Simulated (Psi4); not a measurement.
Sn (SMILES [Sn]), triplet (core potentials on Sn); Psi4 with R2SCAN/def2-SVPD.

The Psi4 input:
```
memory 2 GB

molecule {
0 3
Sn    0.00000000    0.00000000    0.00000000
}

set {
  basis def2-svpd
  reference uks
  scf_type pk
  puream true
  d_convergence 1e-8
  dft_radial_points 99
  dft_spherical_points 590
}

energy('r2scan')
print_variables()
```

It wrote (shortened):

```
   => Loading Basis Set <=

    Name: DEF2-SVPD
    Role: ORBITAL
    Keyword: BASIS

    !!!  WARNING: ECP capability is in beta. Please check occupations closely.  !!!

         ---------------------------------------------------------
                                   SCF
               by Justin Turney, Rob Parrish, Andy Simmonett
                          and Daniel G. A. Smith
                              UKS Reference
         ---------------------------------------------------------

  ==> Geometry <==

    Molecular point group: d2h
    Geometry (in Angstrom), charge = 0, multiplicity = 3:

       Center              X                  Y                   Z               Mass
    ------------   -----------------  -----------------  -----------------  -----------------
         SN           0.000000000000     0.000000000000     0.000000000000   119.902201630000

  Running in d2h symmetry.

  Rotational constants: A = ************  B = ************  C = ************ [cm^-1]
  Rotational constants: A = ************  B = ************  C = ************ [MHz]
  Nuclear repulsion =    0.000000000000000

  Charge       = 0
  Multiplicity = 3
  Electrons    = 22
  Nalpha       = 12
  Nbeta        = 10

  ==> Algorithm <==

  SCF Algorithm Type is PK.
  DIIS enabled.
  MOM disabled.
  Fractional occupation disabled.
  Guess Type is CORE.
  Energy threshold   = 1.00e-06
  Density threshold  = 1.00e-08
  Integral threshold = 1.00e-12

  ==> Primary Basis <==

  Basis Set: DEF2-SVPD
    Blend: DEF2-SVPD
    Number of shells: 12
    Number of basis functions: 32
    Number of Cartesian functions: 35
    Spherical Harmonics?: true
    Max angular momentum: 2

  Core potential: DEF2-SVPD
    Number of shells: 4
    Number of ECP primitives: 18
    Number of ECP core electrons: 28
    Max angular momentum: 3

  ==> DFT Potential <==

   => LibXC <=

    Version 7.1.2
    S. Lehtola, C. Steigemann, M. J. T. Oliveira, and M. A. L. Marques,  SoftwareX 7, 1–5 (2018) (10.1016/j.softx.2017.11.002)

   => Composite Functional: R2SCAN <=

    r2SCAN Meta-GGA XC Functional  (0.1021/acs.jpclett.0c02405)
    J. W. Furness, A. D. Kaplan, J. Ning, J. P. Perdew, J. Sun  J. Phys. Chem. Lett.  11, 8208–8215, 2020

    Deriv               =              1
    GGA                 =           TRUE
    Meta                =           TRUE

    Exchange Hybrid     =          FALSE
    MP2 Hybrid          =          FALSE

   => Exchange Functionals <=

    1.0000   XC_MGGA_X_R2SCAN

   => Correlation Functionals <=

    1.0000   XC_MGGA_C_R2SCAN

   => LibXC Density Thresholds  <==

    XC_MGGA_C_R2SCAN:  1.00E-15
    XC_MGGA_X_R2SCAN:  1.00E-11

   => Molecular Quadrature <=

    Radial Scheme          =       TREUTLER
    Pruning Scheme         =           NONE
    Nuclear Scheme         =       TREUTLER

    Blocking Scheme        =         OCTREE
    BS radius alpha        =              1
    Pruning alpha          =              1
    Radial Points          =             99
    Spherical Points       =            590
    Total Points           =          54280
    Total Blocks           =            506
    Max Points             =            256
    Max Functions          =             32
    Weights Tolerance      =       1.00E-15

  ==> Integral Setup <==

  Using in-core PK algorithm.
   Calculation information:
      Number of atoms:                   1
      Number of AO shells:              12
      Number of primitives:             25
      Number of atomic orbitals:        35
      Number of basis functions:        32

      Integral cutoff                 1.00e-12
      Number of threads:                 1

  Performing in-core PK
  Using 279312 doubles for integral storage.
  We computed 3081 shell quartets total.
  Whereas there are 3081 unique shell quartets.

  ==> DiskJK: Disk-Based J/K Matrices <==

    J tasked:                  Yes
    K tasked:                   No
    wK tasked:                  No
[...]
    Occupation by irrep:
             Ag   B1g   B2g   B3g    Au   B1u   B2u   B3u
    DOCC [     4,    1,    1,    1,    0,    1,    1,    1 ]
    SOCC [     0,    0,    0,    0,    0,    1,    0,    1 ]
    NA   [     4,    1,    1,    1,    0,    2,    1,    2 ]
    NB   [     4,    1,    1,    1,    0,    1,    1,    1 ]

   @UKS iter   2:  -209.47257700536338   -1.32647e+00   3.13052e-01 ADIIS
   @UKS iter   3:  -214.06461290486291   -4.59204e+00   5.50248e-02 ADIIS/DIIS
   @UKS iter   4:  -214.28717933050433   -2.22566e-01   2.53067e-02 ADIIS/DIIS
   @UKS iter   5:  -214.32564986689255   -3.84705e-02   3.38672e-03 ADIIS/DIIS
   @UKS iter   6:  -214.32636698302716   -7.17116e-04   5.44614e-05 DIIS
   @UKS iter   7:  -214.32636761226806   -6.29241e-07   1.11730e-05 DIIS
   @UKS iter   8:  -214.32636765167970   -3.94116e-08   1.56078e-06 DIIS
   @UKS iter   9:  -214.32636765266133   -9.81629e-10   1.67318e-07 DIIS
   @UKS iter  10:  -214.32636765267279   -1.14539e-11   1.12790e-08 DIIS
   @UKS iter  11:  -214.32636765267279    0.00000e+00   1.28562e-09 DIIS
  Energy and wave function converged.

  ==> Post-Iterations <==

   Electrons on quadrature grid:
      Nalpha   =   12.0000000000 ; deviation = 8.882e-15
      Nbeta    =   10.0000000000 ; deviation = -1.599e-14
      Ntotal   =   22.0000000000 ; deviation = -7.105e-15

   @Spin Contamination Metric:   5.031736352E-03
   @S^2 Expected:                2.000000000E+00
   @S^2 Observed:                2.005031736E+00
   @S   Expected:                1.000000000E+00
   @S   Observed:                1.000000000E+00

    Orbital Energies [Eh]
    ---------------------

    Alpha Occupied:

[...]
    Alpha Virtual:

[...]
    Beta Occupied:

[...]
       4Ag    -0.363371

    Beta Virtual:

[...]
      11Ag    51.829713

    Final Occupation by Irrep:
             Ag   B1g   B2g   B3g    Au   B1u   B2u   B3u
    DOCC [     4,    1,    1,    1,    0,    1,    1,    1 ]
    SOCC [     0,    0,    0,    0,    0,    1,    0,    1 ]
    NA   [     4,    1,    1,    1,    0,    2,    1,    2 ]
    NB   [     4,    1,    1,    1,    0,    1,    1,    1 ]

  @UKS Final Energy:  -214.32636765267279

   => Energetics <=

    Nuclear Repulsion Energy =              0.0000000000000000
    One-Electron Energy =                -376.2153473179601519
    Two-Electron Energy =                 179.9848319397721070
    DFT Exchange-Correlation Energy =     -18.0958522744847485
    Empirical Dispersion Energy =           0.0000000000000000
    VV10 Nonlocal Energy =                  0.0000000000000000
    Total Energy =                       -214.3263676526727863

  UHF NO Occupations:
  HONO-2 :    4 Ag 1.9977908
  HONO-1 :    2B1u 1.0000000
  HONO-0 :    2B3u 1.0000000
  LUNO+0 :    5 Ag 0.0022092
  LUNO+1 :    6 Ag 0.0001140
  LUNO+2 :    2B2g 0.0001140
  LUNO+3 :    2B3g 0.0000386

Computation Completed

Properties will be evaluated at   0.000000,   0.000000,   0.000000 [a0]

Properties computed using the SCF density matrix

 Multipole Moments:

 ------------------------------------------------------------------------------------
     Multipole            Electronic (a.u.)      Nuclear  (a.u.)        Total (a.u.)
 ------------------------------------------------------------------------------------

 L = 1.  Multiply by 2.5417464519 to convert [e a0] to [Debye]
 Dipole X            :          0.0000000            0.0000000            0.0000000
 Dipole Y            :          0.0000000            0.0000000            0.0000000
 Dipole Z            :          0.0000000            0.0000000            0.0000000
 Magnitude           :                                                    0.0000000

 ------------------------------------------------------------------------------------

  Variable Map:
  ----------------------------------------------------------------------------
[...]
  Array Variable Map:
  ----------------------------------------------------------------------------
[...]
[...]
```
